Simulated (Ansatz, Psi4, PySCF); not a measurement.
ClGa, charge +1, doublet, geometry from GFN2-xTB (such geometries of metal compounds can be far from the true shape) (a state made from the parent by changing its charge; the spin is typed, not shown lowest). Base run: HF/6-31G* (PySCF).

Geometry (Å):
```xyz
2

Ga     0.0000     0.0000    -0.7708
Cl     0.0000     0.0000     1.4056
```
Charge +1, spin multiplicity 2.
Orbitals are unrestricted.
All else is at PySCF's defaults.

The same geometry, method and basis name were run in Ansatz (an electronic-structure program) and Psi4 and PySCF, at each program's defaults and at the settings that a row names. The base is PySCF at its defaults. Differences at the defaults can come from grids, fitting, cores and function types together.

| code and settings | ΔE vs base (mEh) | basis functions | E (Eh) | SCF cycles |
|---|---|---|---|---|
| PySCF, defaults (exact integrals, spherical functions) | 0.000 | 50 | -2382.19304 | 12 |
| Psi4, defaults (density fitting with its default set, Cartesian functions) | 535.9 | 54 | -2381.65711 | 11 |
| Ansatz, defaults (factorised integrals, Cartesian functions) | -3.443 | 54 | -2382.19648 | - |
| PySCF, density fitting with def2-universal-jkfit | 0.178 | 50 | -2382.19286 | 12 |
| Psi4, exact integrals, spherical functions | 0.000 | 50 | -2382.19304 | 15 |
| Ansatz, high accuracy, Cartesian functions as the basis file defines them | -3.450 | 54 | -2382.19649 | - |

Open shells are given as the SCF converged; they aren't shown to be the lowest states, and a large step between rows can be another state.
